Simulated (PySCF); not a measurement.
# Orbital picture of ZnO⁻

ωB97X at R = 1.772 Å; basis Zn def2-TZVPPD, O def2-TZVPPD; no relativity; PySCF 2.14. State: ²Σ⁺ (doublet), unpaired electrons σ ↑. Only the outer orbitals are listed, counted within each symmetry.

| spin | orbital | occ. | ε (eV) | on Zn (%) | main shells (%) |
| --- | --- | --- | --- | --- | --- |
| α | 9σ | 1 | -5.67 | 42 | 59 O p, 35 Zn s |
| α | 4π | 1 | -3.61 | 8 | 92 O p |
| α | 4π | 1 | -3.61 | 8 | 92 O p |
| α | 10σ | 1 | -2.20 | 99 | 81 Zn s, 17 Zn p, 9 O p |
| α | 11σ | 0 | 4.29 | 74 | 89 Zn p, 38 O s |
| α | 5π | 0 | 4.39 | 110 | 110 Zn p |
| α | 5π | 0 | 4.39 | 110 | 110 Zn p |
| β | 9σ | 1 | -3.77 | 74 | 74 Zn s, 31 O p |
| β | 4π | 1 | -3.17 | 9 | 91 O p |
| β | 4π | 1 | -3.17 | 9 | 91 O p |
| β | 10σ | 0 | 3.79 | 94 | 79 Zn s, 22 O p, 12 Zn p |
| β | 5π | 0 | 4.69 | 110 | 109 Zn p |
| β | 5π | 0 | 4.69 | 110 | 109 Zn p |

Question: Which are the highest filled and the lowest empty level, where do they sit, and how wide is the gap?

Answer: Highest filled α 10σ at -2.20 eV (in %: 81 Zn s, 17 Zn p, 9 O p); lowest empty β 10σ at 3.79 eV (in %: 79 Zn s, 22 O p, 12 Zn p); the gap at ωB97X is 5.99 eV. An empty level above zero is unbound, and its energy depends on the basis.

```
bond order (Mayer)                                                                                                : 0.57
⟨S²⟩                                                                                                              : 0.765
charge on Zn (Mulliken, basis-dependent)                                                                          : -0.52
charge on Zn (Löwdin, basis-dependent)                                                                            : 0.06
dipole moment (positive dipole points towards O; it is taken about the centre of mass and depends on that origin) : -3.47 D
```

Shares are Mulliken populations and can fall outside 0 to 100 %.

The state was picked by a PBE0 search and need not be the measured ground state.
